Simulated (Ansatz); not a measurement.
CH6AlNSi can be A, `[SiH3][CH]1[NH][AlH]1`, or B, `[AlH2]/[N]=C\[SiH3]`.

Computed with Ansatz on PBE0-D4/def2-TZVP structures; ΔE is electronic, products minus reactants. CCSD(T)/CBS adds triple-zeta CCSD(T) − MP2 to the extrapolated MP2 energy (def2 sets, frozen cores). Functionals use def2-TZVPP. B3LYP here is the variant with VWN-RPA as its local correlation; programs differ in this.

A:

```xyz
10

Si   -0.718    1.272    0.192
C    -0.432   -0.534   -0.109
N     0.710   -1.182    0.661
Al    1.172   -1.130   -0.993
H    -1.782    1.802   -0.708
H    -1.111    1.585    1.600
H     0.544    2.026   -0.078
H    -1.340   -1.142   -0.170
H     0.687   -1.222    1.664
H     2.269   -1.474   -2.059
```

B:

```xyz
10

Al    2.434   -0.339    0.001
N     0.837    0.313    0.299
C    -0.327    0.729    0.475
Si   -1.856   -0.127   -0.268
H     3.201    0.201   -1.269
H     2.979   -1.400    1.036
H    -0.501    1.635    1.087
H    -2.773   -0.541    0.829
H    -2.585    0.834   -1.140
H    -1.410   -1.306   -1.049
```

Task: Which isomer does CCSD(T)/CBS put lower? Give the gap. (Best estimate.)

Result: The calculation gave: B, by 63.8 kJ/mol.

Task: Give E(B) − E(A) in kJ/mol with PBE0-D4, r2SCAN-D4, MP2/def2-TZVPP, CCSD/def2-TZVPP, B2PLYP, B3LYP, PBE-D4. (Estimate.)

Result: Computed: PBE0-D4 -56.2, r2SCAN-D4 -63.2, MP2/def2-TZVPP -57.1, CCSD/def2-TZVPP -73.0, B2PLYP -76.7, B3LYP -85.1, PBE-D4 -60.9. None reverses the order clearly.

Task: Does the order hold for the free energy at 298.15 K (harmonic terms from PBE0-D4)? (Estimate.)

Result: Ansatz gave: Yes: G(B) − G(A) = -79.5 kJ/mol.

Largest T1 diagnostic: 0.015.

From PBE to PBE0 (25 % exact exchange), in def2-TZVPP and without D4, E(B) − E(A) moves by +5.0 kJ/mol. At CCSD(T), def2-SVP lies −24.5 kJ/mol from the extrapolated value and def2-TZVPP −6.5 kJ/mol.
